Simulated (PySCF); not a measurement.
**How the method changes the constants of ZnF⁺**

State: ¹Σ⁺ (singlet), closed shell. Set-up: Zn def2-TZVPPD, F def2-TZVPPD; no relativity (PySCF 2.14). De refers to Zn⁺ + F in their high-spin ground configurations, without counterpoise correction. A positive dipole points towards F; it is taken about the centre of mass and depends on that origin.

| Level | Re (Å) | ωe (cm⁻¹) | De (eV) | μ (D) |
| --- | --- | --- | --- | --- |
| RHF | 1.707 | 775 | 1.11 | -7.11 |
| RHF-MP2 | 1.706 | 735 | 3.15 | n/a |
| RHF-SCS-MP2 | 1.712 | 729 | 3.02 | n/a |
| RHF-CCSD | 1.710 | 737 | 2.76 | n/a |
| RHF-CCSD(T) | 1.715 | 719 | 2.93 | n/a |
| LDA | 1.694 | 728 | 3.94 | -5.15 |
| PBE | 1.729 | 680 | 3.15 | -5.27 |
| r²SCAN | 1.709 | 723 | 2.96 | -5.60 |
| PBE0 | 1.711 | 724 | 2.76 | -5.86 |
| r²SCAN0 | 1.701 | 749 | 2.62 | -6.05 |
| B97-3 | 1.721 | 711 | 2.83 | -5.89 |
| M06 | 1.705 | 732 | 2.76 | -5.80 |
| BHandHLYP | 1.706 | 750 | 2.35 | -6.30 |
| ωB97X | 1.709 | 739 | 3.07 | -6.02 |

The bond length runs from 1.694 Å (LDA) to 1.729 Å (PBE). De spans 1.11 eV (RHF, mean field) to 3.94 eV (LDA, local density). Correlation at CCSD(T) changes the Hartree–Fock bond energy by +1.82 eV; the triples alone change it by +0.17 eV.

Correlated steps freeze 6 core orbitals. For an ion De counts to the pair picked by the measured ionisation energies or electron affinities, which need not be the lowest pair at this level. Where the molecule has an RHF reference, its open-shell atoms are computed with UHF.

The whole job (state search and all levels along the bond) took about 5 min on 2 threads of AMD EPYC 9R45 96-Core (shared host), peak memory 3.7 GiB.
